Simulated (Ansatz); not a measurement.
One change: `NC1=C[SiH2]C1` becomes `C1=C[SiH2]C1`.

Ansatz, PBE0-D4/def2-TZVP geometries, multiplicity 1. Each molecule was computed in one conformer, which needn't be the lowest.

```csv
property,`NC1=C[SiH2]C1`
LUMO energy (PBE/def2-TZVPP) / eV,-0.25
HOMO–LUMO gap (B3LYP/def2-TZVPP) / eV,6.36
LUMO energy (PBE0/def2-TZVPP) / eV,0.68
HOMO energy (B3LYP/def2-TZVPP) / eV,-5.96
zero-point energy (PBE0-D4/def2-TZVP) / kJ/mol,245.0
HOMO–LUMO gap (PBE/def2-TZVPP) / eV,4.84
```

Q: What does the change do to each property? (Estimate.)

A: Computed: 
| property | `C1=C[SiH2]C1` | shift |
| --- | --- | --- |
| LUMO energy (PBE/def2-TZVPP) / eV | -1.19 | -0.94 |
| HOMO–LUMO gap (B3LYP/def2-TZVPP) / eV | 7.09 | 0.73 |
| LUMO energy (PBE0/def2-TZVPP) / eV | -0.15 | -0.83 |
| HOMO energy (B3LYP/def2-TZVPP) / eV | -7.46 | -1.50 |
| zero-point energy (PBE0-D4/def2-TZVP) / kJ/mol | 199.0 | -46.0 |
| HOMO–LUMO gap (PBE/def2-TZVPP) / eV | 5.40 | 0.56 |

With PBE0 the HOMO falls by 1.51 eV and the LUMO falls by 0.83 eV, so the gap widens by about 0.68 eV. PBE moves the HOMO by -1.51 eV and ωB97M-V by -1.57 eV. The zero-point energy changes by -46.0 kJ/mol with -6 modes.

B3LYP here is the variant with VWN-RPA as its local correlation; programs differ in this.
